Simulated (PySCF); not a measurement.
LDA on B⁺ (boron, charge +1)

Configuration: [He] 2s2, closed-shell 1S. All numbers are calculated (PySCF 2.14, scalar relativity by spin-free X2C-1e, in x2c-TZVPall).

| Item | Value |
| --- | --- |
| Total energy | -24.0432 hartree |
| One-electron energy | -30.3467 hartree |
| Hartree (Coulomb) energy | 9.5738 hartree |
| Exchange-correlation energy | -3.2703 hartree |
| ⟨S²⟩ | 0.0000 |
| ⟨L²⟩ | 0.000 |
| Sum of ⟨r⟩ | 4.239 bohr |
| Sum of ⟨r²⟩ | 7.882 bohr² |
| Langevin diamagnetic susceptibility | -6.24 ×10⁻⁶ cm³/mol |
| Time after the integrals | 0.08 s of wall time on 1 thread of Neoverse-V1 (shared host) |

```tsv
shell	electrons	mean orbital energy (eV)	rms radius, mean of both spins (bohr)
1s	2	-191.57	0.386
2s	2	-19.404	1.95
```
